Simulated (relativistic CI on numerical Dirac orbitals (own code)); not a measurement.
**Ligand-field terms of d2**

Computed with a parametric ligand-field model of a d^n configuration (Racah B and C, spin-orbit zeta, crystal field), exact diagonalisation.

Field parameters in Wybourne normalisation: D3d B²₀ = −7Dσ, B⁴₀ = −14Dq − 21Dτ, B⁴₃ = −14√(10/7) Dq; D4h B²₀ = −7Ds, B⁴₀ = 21(Dq − Dt), B⁴₄ = 21√(5/14) Dq; Oh B⁴₀ = 21Dq, B⁴₄ = √(5/14) B⁴₀. The field is a parameter set, without covalency.

**Question.** Ground term and bands for B = 640, C = 2270, ζ = 0 cm⁻¹, D4h, 10Dq = 25550, Ds = 3000, Dt = 330 cm⁻¹?

**Answer.** Ground term 3A2 with 0.01 electrons in the two orbitals of the cubic e set. Spin-allowed: 3E 6936 cm⁻¹ (1442 nm), 3E 22819 cm⁻¹ (438 nm), 3B2 24998 cm⁻¹ (400 nm), 3E 34540 cm⁻¹ (290 nm). Lowest spin-forbidden: 1B2 8510 cm⁻¹ (1175 nm), 1B1 8603 cm⁻¹ (1162 nm), 1A1 14029 cm⁻¹ (713 nm).

**Question.** A d2 ion in Oh symmetry has the ground term 3T1 and bands at 1T2 12041 cm⁻¹ (830 nm), 1E 12300 cm⁻¹ (813 nm), 3T2 13038 cm⁻¹ (767 nm), 3T1 23376 cm⁻¹ (428 nm), 1A1 24732 cm⁻¹ (404 nm), 3A2 27438 cm⁻¹ (364 nm). Which parameters reproduce them?

**Answer.** B = 780, C = 3450, ζ = 0 cm⁻¹, Oh, 10Dq = 14400 cm⁻¹.

**Question.** Ground term and bands for B = 780, C = 2880, ζ = 0 cm⁻¹, D4h, 10Dq = 34350, Ds = -1500, Dt = -560 cm⁻¹?

**Answer.** Ground term 3E with 0.01 electrons in the two orbitals of the cubic e set. Spin-allowed: 3A2 1588 cm⁻¹, 3E 33721 cm⁻¹ (297 nm), 3B2 39566 cm⁻¹ (253 nm), 3A2 40695 cm⁻¹ (246 nm). Lowest spin-forbidden: 1A1 10076 cm⁻¹ (992 nm), 1E 10691 cm⁻¹ (935 nm), 1B2 12410 cm⁻¹ (806 nm).

**Question.** Ground term and bands for B = 620, C = 2390, ζ = 0 cm⁻¹, D3d, 10Dq = 19250, Dσ = 570, Dτ = 380 cm⁻¹?

**Answer.** Ground term 3E with 0.02 electrons in the two orbitals of the cubic e set. Spin-allowed: 3A2 4261 cm⁻¹ (2347 nm), 3E 19590 cm⁻¹ (510 nm), 3A1 22223 cm⁻¹ (450 nm), 3E 28578 cm⁻¹ (350 nm). Lowest spin-forbidden: 1A1 6381 cm⁻¹ (1567 nm), 1E 8871 cm⁻¹ (1127 nm), 1E 13060 cm⁻¹ (766 nm).

**Question.** Ground term and bands for B = 530, C = 2040, ζ = 0 cm⁻¹, Oh, 10Dq = 6000 cm⁻¹?

**Answer.** Ground term 3T1 with 0.07 electrons in the two orbitals of the cubic e set. Spin-allowed: 3T2 5279 cm⁻¹ (1894 nm), 3A2 11279 cm⁻¹ (887 nm), 3T1 12508 cm⁻¹ (800 nm). Lowest spin-forbidden: 1T2 7570 cm⁻¹ (1321 nm), 1E 7842 cm⁻¹ (1275 nm), 1T2 14158 cm⁻¹ (706 nm).
